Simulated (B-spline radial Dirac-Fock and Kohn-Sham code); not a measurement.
# Atomic SCF run for Au

ΔSCF core binding energies without Breit or QED terms, calculated with a radial B-spline solver. Keys: rel is the Hamiltonian (dirac, or spin-free x2c and nr, where L3 and M5 stand for the whole 2p and 3d shells), method is hf or an exchange,correlation pair (spin-unpolarised, also for the hole states), nuc the nuclear model, radius_factor scales its radius, rmax is the box in bohr, h the logarithmic mesh step, order the B-spline order, points the quadrature points per cell, c_factor scales the speed of light, and damp, ndamp, maxit and tol steer the iteration. The run stops when the commutator error falls below 10·tol·max(1, Z/10), or the numerical noise floor, and the energy has settled to about 1e-8 Ha; the virial ratio is −V/T.

Input (task.json):

```json
{"items": [{"Z": 79, "q": 0, "cfg": [[1, 0, 2], [2, 0, 2], [2, 1, 6], [3, 0, 2], [3, 1, 6], [3, 2, 10], [4, 0, 2], [4, 1, 6], [4, 2, 10], [4, 3, 14], [5, 0, 2], [5, 1, 6], [5, 2, 10], [6, 0, 1]], "A": 197, "rrms": 5.4371, "do": "settings", "holes": ["K", "L3", "M5"],
  "settings": [{"rel": "dirac", "method": "hf", "nuc": "fermi", "radius_factor": 1.0, "rmax": 45.0, "h": 0.9, "order": 8, "points": 10, "c_factor": 1.0, "maxit": 91, "damp": 0.5, "ndamp": 3, "tol": 1e-08}]}]}
```

Command: `python xray2_run.py task.json out`

Ground-state iterations:

```
iter   energy (Ha)        error
   1   -18905.59503404  5.38e+00
   2   -18906.46409846  1.53e-01
   3   -18906.48065615  8.93e-02
   4   -18906.48156341  4.26e-02
   5   -18906.48184024  1.88e-03
   6   -18906.48184514  1.45e-04
   7   -18906.48184534  6.48e-05
   8   -18906.48184536  1.61e-05
   9   -18906.48184536  6.42e-06
  10   -18906.48184536  7.37e-07
```

The ground state converged in 10 iterations, with total energy -18906.48185 Ha, virial ratio 1.81906 and highest orbital energy -5.45 eV. ΔSCF binding energies: K (1s) 80721.2 eV, L3 (2p3/2) 11780.1 eV, M5 (3d5/2) 2217.3 eV.

Task: One setting is unsound. Which, and why?

Result: h is too large to resolve the orbitals. With the default settings (Dirac Hartree-Fock): The ground state converged in 12 iterations, with total energy -19035.55812 Ha, virial ratio 1.87133 and highest orbital energy -7.94 eV. ΔSCF binding energies: K (1s) 81161.7 eV, L3 (2p3/2) 11960.4 eV, M5 (3d5/2) 2216.5 eV.
